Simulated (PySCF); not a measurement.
# Reading the logs of faulty runs: Al3CH5

Calculated results; nothing here was measured. The program is PySCF 2.14.0, an open-source quantum chemistry code, run on an isolated molecule that a program drew, which may never have been made. The molecule is Al3CH5 (charge 0, singlet), drawn as the SMILES string `[Al][CH2][AlH][AlH2]`.

Each row is a Hartree-Fock (HF) and frozen-core CCSD(T) single point in the cc-pV(D+d)Z basis, meant for a local HF minimum. Run 1 is clean. Each other run has one planted mistake out of seven kinds, and not every kind appears here: one electron removed, one electron added, multiplicity raised by two, geometry at a saddle point, minimal basis STO-3G, one bond length entered in bohr, all coordinates scaled. The reference is restricted for singlets and unrestricted otherwise, and also for a bond in bohr. Adding or removing an electron swaps singlet and doublet. Electrons count all cores. HOMO and LUMO are orbital energies over both spins, the gradient is its largest component, and the lowest frequency (negative if imaginary) is given only where the gradient is small. Bond lengths are over the 8 bonds as drawn. T1 is the CCSD diagnostic: over 0.02 (restricted) or 0.045 (unrestricted) a single reference is doubtful.

Geometry of the clean run:
```xyz
9
Al3CH5, angstrom
Al   -1.5932   -1.9447    1.2786
C     0.0914   -0.9454    0.9012
Al    0.1726    0.6944   -0.1597
Al    0.3022    3.1108    0.8700
H     0.6969   -1.7088    0.3763
H     0.5476   -0.7878    1.8939
H     0.0989    0.5132   -1.7440
H    -0.9804    3.8677    1.4343
H     1.6676    3.9215    0.9780
```

| run | electrons | basis functions | <S^2> | HOMO (eV) | LUMO (eV) | gradient (hartree/bohr) | lowest frequency (cm^-1) | mean bond (Å) | longest bond (Å) | T1 | HF (hartree) | CCSD(T) (hartree) | mistake |
|---|---|---|---|---|---|---|---|---|---|---|---|---|---|
| 1 | 50 | 108 | 0.000 | -7.58 | 0.67 | 1.9e-05 | 40 | 1.6963 | 2.630 | 0.0148 | -766.49564 | -766.88557 | no fault |
| 2 | 50 | 108 | 2.097 | -5.91 | -1.14 | 3.2e-02 | - | 1.6963 | 2.630 | 0.0379 | -766.40105 | -766.78294 | multiplicity raised by two |
| 3 | 50 | 37 | 0.000 | -3.47 | 9.12 | 4.3e-02 | - | 1.6963 | 2.630 | 0.0102 | -757.25703 | -757.44763 | ? |
| 4 | 49 | 108 | 0.789 | -12.54 | -5.77 | 2.6e-02 | - | 1.6963 | 2.630 | 0.0244 | -766.25150 | -766.60910 | ? |

**Which mistake was planted in run 3, and what did it cost?**

It has 37 basis functions where the clean run has 108, with the same electrons and geometry. So the mistake is: minimal basis STO-3G. Subtracting run 1 and multiplying by 627.51 kcal/mol a hartree, the energy moved by 5797.3 kcal/mol in HF and 5922.4 kcal/mol in CCSD(T).

**Which mistake was planted in run 4, and what did it cost?**

It counts 49 electrons, one fewer than the clean run, at the same geometry and basis. So the mistake is: one electron removed. Subtracting run 1 and multiplying by 627.51 kcal/mol a hartree, the energy moved by 153.2 kcal/mol in HF and 173.5 kcal/mol in CCSD(T).

